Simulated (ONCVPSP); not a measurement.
## Ca (Z = 20): one change to an ONCV potential, before and after

- Element: Ca (Z = 20)
- Generator: ONCVPSP 4.0.1
- Type: optimised norm-conserving Vanderbilt (ONCV)
- Functional: PBE
- Relativity: scalar-relativistic
- Frozen core: [Ne]
- Valence charge: 10
- Reference configuration: 3s2 3p6 4s2
- Partial waves: 3s+4s: rc 1.70 bohr, ncon 3, nbas 6, qcut 9 1/bohr, 2 projectors; 3p: rc 1.85 bohr, ncon 3, nbas 7, qcut 5.8 1/bohr, 1 projector; d scattering state at 0.09 Ha: rc 1.55 bohr, ncon 4, nbas 6, qcut 6.8 1/bohr, local
- Local potential: the d channel
- Core correction: Teter function fitted to the true core (icmod 2), fcfact 0.6

In the d channel the program set the typed energies aside and used 0.050 Ha.

Change: reference 3s2 3p6 4s1.75 4p0.25; wave 3p: rc 1.85 bohr, ncon 3, nbas 7, qcut 5.8 1/bohr, 1 projector becomes 3p+4p: rc 1.85 bohr, ncon 3, nbas 7, qcut 5.8 1/bohr, 2 projectors.

Cutoffs: the cutoffs (Ha) at which the residual kinetic energy of the hardest occupied pseudo-wave falls to 1 and 0.1 mHa per electron; they do not see the model core or the augmentation charge, which bear on the density cutoff. Errors are all-electron minus pseudo energies relative to the spin-unpolarised reference configuration.

Task: What does the change do?

Result: The potential gets neither clearly harder nor softer (20 Ha and 25 Ha → 20 Ha and 25 Ha); both files keep a bound ghost (s); the number of tests with a reliable result goes from 3 to 4; the range in which the p phases agree widens (upper end 0.9 → at the end of the scan).

```csv
quantity,base,changed
"cutoff, loose",20 Ha,20 Ha
"cutoff, tight",25 Ha,25 Ha
bound ghosts,s,s
GHOST(+) flags under 300 eV,none,none
tests with a reliable result,3 of 4,4 of 4
s: phases at 1.73 bohr within 0.05 rad from the reference energy up to (Ha; the scan ends near 5),1.5,1.5
p: phases at 1.88 bohr within 0.05 rad from the reference energy up to (Ha; the scan ends near 5),0.9,to the end of the scan
d: phases at 1.57 bohr within 0.05 rad from the reference energy up to (Ha; the scan ends near 5),1.8,1.8
"rms error of d²Exc/dni dnj with the model core, mHa",0.46,0.37
```

 A true bound ghost makes a file unfit for plane-wave use even where its test errors are small: the radial tests pick states by their node count and pass the ghost by.
